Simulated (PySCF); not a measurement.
PySCF job for BH₂O₂, SMILES O[B]O, multiplicity 2, PBE-D3(BJ)/def2-TZVP. The structure is a stationary point at PBE-D3(BJ)/def2-TZVP. The isomer is the one that the SMILES or the coordinates give; other isomers of the formula were not compared. The values are those of a single conformer.

```python
import numpy as np
from pyscf import gto, scf, dft, df
from pyscf.hessian import thermo

mol = gto.M(
    atom='''
    O     0.00000000    1.23118375    0.03740256
    B     0.00000000   -0.00000000   -0.52722123
    O     0.00000000   -1.23118375    0.03740256
    H     0.00000000    1.25148669    1.01883261
    H     0.00000000   -1.25148670    1.01883261
    ''',
    basis='def2-TZVP',
    charge=0,
    spin=1,
    max_memory=1600,
    verbose=3,
)
mf = dft.UKS(mol, xc='pbe').density_fit(auxbasis='def2-universal-jkfit')
mf.disp = 'd3bj'
mf.grids.level = 3
mf.conv_tol = 1e-11
mf.max_cycle = 100
mf.kernel()
fine, coarse = mf.grids, dft.Grids(mol).set(level=1).build(with_non0tab=True)
for _ in range(3):  # follow internal instabilities
    mf.grids = coarse
    mo, _, stable, _ = mf.stability(return_status=True, nroots=4)
    mf.grids = fine
    if stable:
        break
    mf.kernel(mf.make_rdm1(mo, mf.mo_occ))

# analytic Hessian; the response equations are solved on a coarser grid
h, args, fine = mf.Hessian(), (mf.mo_energy, mf.mo_coeff, mf.mo_occ), mf.grids
h.max_memory = max(150, 2.5e-5 * df.make_auxmol(mol, mf.with_df.auxbasis).nao * mol.nelec[0] * (mol.nelec[0] + mol.nao))  # MB; small integral blocks
h1ao = h.make_h1(mf.mo_coeff, mf.mo_occ)
mf.grids = dft.Grids(mol).set(level=1).build(with_non0tab=True)
mo1, mo_e1 = h.solve_mo1(*args, h1ao)
mf.grids = fine
hess = h.hess_elec(*args, mo1, mo_e1, h1ao) + h.hess_nuc()
if mf.do_disp():
    hess += h.get_dispersion()
for i in range(mol.natm):  # the analytic DFT Hessian lacks the response of the grid: restore translational invariance
    hess[i, i] -= hess[i].sum(axis=0)
hess = (hess + hess.transpose(1, 0, 3, 2)) / 2
vib = thermo.harmonic_analysis(mol, hess, imaginary_freq=False)
thermo.dump_normal_mode(mol, vib)
th = thermo.thermo(mf, vib['freq_au'][vib['freq_au'] > 0], 298.15, 101325)
thermo.dump_thermo(mol, th)
g0 = mf.nuc_grad_method().set(verbose=0).kernel()

# dipole derivatives [dipole axis, atom, xyz] from the same response
r, irp = mol.intor('int1e_r'), mol.intor('int1e_irp').reshape(3, 3, mol.nao, mol.nao)
sl, dm0, ok = mol.aoslice_by_atom(), np.array(mf.make_rdm1()), []
dmu = np.einsum('a,xt->xat', mol.atom_charges(), np.eye(3))
for a, (_, _, p0, p1) in enumerate(sl):
    dmu[:, a] += 2 * np.einsum('xtij,ij->xt', irp[:, :, :, p0:p1], dm0.reshape(-1, mol.nao, mol.nao).sum(0)[:, p0:p1])
    for u, c, occ, f in zip(mo1, mf.mo_coeff, mf.mo_occ, (2, 2)):
        dmu[:, a] -= f * np.einsum('tui,xuv,vi->xt', u[a], r, c[:, occ > 0], optimize=True)
L = vib['norm_mode']
ir = 974.8801 * (np.einsum('xat,kat->kx', dmu, L) ** 2).sum(1)       # km/mol
apt = np.einsum('xax->a', dmu) / 3
print('mode   freq/cm-1   IR/(km/mol)')
for k, w in enumerate(vib['freq_wavenumber']):
    print(f'{k + 1:4d} {w:11.2f} {ir[k]:13.3f}')
print('max |gradient| / (hartree/bohr):', abs(g0).max())
print('APT charges:', apt.round(4))
```

Output:

```

WARN: HOMO -0.173159410907754 >= LUMO -0.173159410907758

converged SCF energy = -176.402288807191  <S^2> = 0.75261926  2S+1 = 2.0026175
<class 'pyscf.df.df_jk.DFUKS'> wavefunction is stable in the internal stability analysis

WARN: DFTD3 does not support analytical Hessian, using finite difference


WARN: Mole.unit (angstrom) is changed to Bohr

Mode                                 0                   1                   2
Irrep
Freq [cm^-1]                      379.4608            450.1925            546.3530
Reduced mass [au]                   1.0692              2.5999              1.8961
Force const [Dyne/A]                0.0907              0.3105              0.3335
Char temp [K]                     545.9596            647.7267            786.0804
Normal mode                   x     y     z       x     y     z       x     y     z
       0   O                 0.04  0.00 -0.00   -0.00 -0.10  0.05   -0.09  0.00 -0.00
       1   B                 0.00  0.00  0.00    0.00  0.00 -0.16    0.16  0.00  0.00
       2   O                -0.04 -0.00 -0.00   -0.00  0.10  0.05   -0.09 -0.00 -0.00
       3   H                -0.68  0.00 -0.00   -0.00 -0.41  0.05    0.49  0.00 -0.00
       4   H                 0.68 -0.00 -0.00    0.00  0.41  0.05    0.49 -0.00 -0.00
Mode                                 3                   4                   5
Irrep
Freq [cm^-1]                      867.7171            937.3577           1135.6829
Reduced mass [au]                   1.1028              2.8329              2.4455
Force const [Dyne/A]                0.4892              1.4665              1.8584
Char temp [K]                    1248.4518           1348.6490           1633.9948
Normal mode                   x     y     z       x     y     z       x     y     z
       0   O                -0.00  0.04 -0.03    0.00 -0.14 -0.02   -0.00 -0.03 -0.07
       1   B                 0.00  0.00  0.00   -0.00 -0.00  0.06    0.00 -0.00  0.21
       2   O                -0.00  0.04  0.03    0.00  0.14 -0.02   -0.00  0.03 -0.07
       3   H                -0.00 -0.67 -0.01   -0.00  0.39 -0.04   -0.00 -0.42 -0.03
       4   H                 0.00 -0.67  0.01   -0.00 -0.39 -0.04    0.00  0.42 -0.03
Mode                                 6                   7                   8
Irrep
Freq [cm^-1]                     1426.7036           3508.2852           3518.6178
Reduced mass [au]                  10.9761              1.0655              1.0598
Force const [Dyne/A]               13.1633              7.7266              7.7308
Char temp [K]                    2052.7088           5047.6412           5062.5076
Normal mode                   x     y     z       x     y     z       x     y     z
       0   O                 0.00 -0.08 -0.04    0.00 -0.00 -0.04    0.00 -0.00 -0.04
       1   B                -0.00  0.26  0.00   -0.00 -0.00  0.00    0.00 -0.00 -0.01
       2   O                 0.00 -0.08  0.04    0.00 -0.00  0.04   -0.00  0.00 -0.04
       3   H                 0.00 -0.05 -0.04   -0.00  0.03  0.68   -0.00  0.04  0.68
       4   H                -0.00 -0.05  0.04   -0.00  0.03 -0.68    0.00 -0.04  0.68
temperature 298.1500 [K]
pressure 101325.00 [Pa]
Rotational constants [GHz] 100.90555 9.78270 8.91810
Symmetry number 2
Zero-point energy (ZPE) 0.02909 [Eh]   76383.778 [J/mol]
                           tot       elec      trans        rot        vib
Entropy [J/mol/K]       256.028      5.763    156.172     82.639     11.453
Cv [J/mol/K]             47.395      0.000     12.472     12.472     22.452
Cp [J/mol/K]             55.710      0.000     20.786     12.472     22.452
Internal energy [J/mol]                      3718.434   3718.434  78803.667
Internal energy [Eh]   -176.36944  -176.40229
Enthalpy [J/mol]                             6197.391   3718.434  78803.667
Enthalpy [Eh]          -176.36850
Gibbs free energy [J/mol]                  -40365.429 -20920.504  75389.069
Gibbs free energy [Eh] -176.39757
mode   freq/cm-1   IR/(km/mol)
   1      379.46         0.000
   2      450.19        16.768
   3      546.35       167.314
   4      867.72       189.845
   5      937.36        12.900
   6     1135.68         0.498
   7     1426.70       334.578
   8     3508.29        21.863
   9     3518.62        21.521
max |gradient| / (hartree/bohr): 5.6759463178152865e-05
APT charges: [-0.4832  0.6246 -0.4832  0.171   0.171 ]
```

Self-consistency was reached.
